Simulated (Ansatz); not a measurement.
Calculated with Ansatz (gas phase, PBE0-D4/def2-TZVP geometries, no zero-point term in ΔE). CCSD(T)/CBS adds triple-zeta CCSD(T) − MP2 to the extrapolated MP2 energy (def2 sets, frozen cores). Functionals use def2-TZVPP. B3LYP here is the variant with VWN-RPA as its local correlation; programs differ in this. Elements past krypton have def2 core potentials. For Se, Sn outer-core shells are correlated without core-valence functions, which leaves a few kJ/mol of doubt a bond. Scalar relativity is left out up to krypton. One conformer a species, not always the lowest.

Consider the ligand exchange at the Si–O bond: `[F][SnH]([F])[O][SiH3]` + `N=C[SeH]` → `[SiH3]/N=C\[SeH]` + `[OH][SnH]([F])[F]`.

```csv
level,ΔE (eV)
B3LYP-D4,0.49
HF/def2-TZVPP,0.76
SCS-MP2/def2-TZVPP,0.59
MP2/def2-QZVPP,0.54
```

(1) What does CCSD(T)/CBS give? (Estimate.)

Largest T1 diagnostic among the species: 0.015.

## Answers

(1) Ansatz gave: +0.57 eV. The listed levels differ from it by -0.08, 0.19, 0.02, -0.03 eV.

From PBE to PBE0 (25 % exact exchange), in def2-TZVPP and without D4, ΔE moves by +0.09 eV. In def2-TZVPP, CCSD(T) changes the Hartree–Fock value by −0.18 eV (the triples alone add −0.04 eV) and MP2 by −0.22 eV.
